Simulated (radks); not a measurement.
Spherical quantum dot in the effective-mass picture: electrons in a parabolic well V = omega^2 r^2 / 2 with omega = 4.99, with a point charge +1 (a donor) at the centre, all in effective atomic units (hartree* = m*/eps^2 hartree, bohr* = eps/m* bohr), one dielectric constant everywhere. Method: non-relativistic Kohn-Sham, PBE, spin-polarised, spherical densities; computed with a radial shooting solver with Libxc functionals. Levels are named by radial order and angular momentum (1s, 1p, 1d, 2s, ...), and open shells are averaged over m. Results are scaled to m* = 0.195 and eps = 12.3, for which hartree* = 35.07 meV and bohr* = 3.338 nm.

N = 23, configuration 1s2 1p6 1d10 2s2 1f(up 3, down 0). This is the lowest configuration that the search found. Occupied and some empty levels:

| level | occupation | eigenvalue (meV) | <r> (nm) |
|---|---|---|---|
| 1s up | 1 | 1088.1 | 1.935 |
| 1s down | 1 | 1089.3 | 1.923 |
| 1p up | 3 | 1219.0 | 2.663 |
| 1p down | 3 | 1221.7 | 2.652 |
| 2s up | 1 | 1334.9 | 2.801 |
| 2s down | 1 | 1337.9 | 2.803 |
| 1d up | 5 | 1344.2 | 3.140 |
| 1d down | 5 | 1347.8 | 3.133 |
| 1f up | 3 | 1474.0 | 3.515 |
| 1f down | 0 | 1478.2 | 3.512 |
| 2p up | 0 | 1486.5 | 3.198 |
| 2p down | 0 | 1489.4 | 3.204 |
| 1g up | 0 | 1609.2 | 3.834 |
| 1g down | 0 | 1613.5 | 3.836 |
| 2d up | 0 | 1631.1 | 3.568 |
| 2d down | 0 | 1633.7 | 3.573 |

Energy (meV): total 20874.9, kinetic 4838.3, external 7477.7, Hartree 9455.2, exchange-correlation -896.26.
